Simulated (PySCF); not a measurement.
```xyz
7

Si    -0.9115    -0.1070     0.0963
B      1.0770     0.1093    -0.1569
Br     1.8577     1.8585    -0.1295
Br     2.2185    -1.4120    -0.3773
H     -1.6540     0.9726    -0.6254
H     -1.2009     0.0243     1.5615
H     -1.3869    -1.4457    -0.3686
```

Charge 0, multiplicity 1.

Problem. Give the Mulliken and meta-Löwdin atomic charges from PBE-D3(BJ)/def2-TZVP in PySCF 2.14.0.

Solution. 
| atom | Mulliken (e) | meta-Löwdin (e) |
|---|---|---|
| Si1 | -0.01 | 0.29 |
| B2 | 0.07 | -0.14 |
| Br3 | -0.01 | 0.01 |
| Br4 | -0.01 | 0.01 |
| H5 | -0.01 | -0.06 |
| H6 | -0.01 | -0.05 |
| H7 | -0.01 | -0.06 |
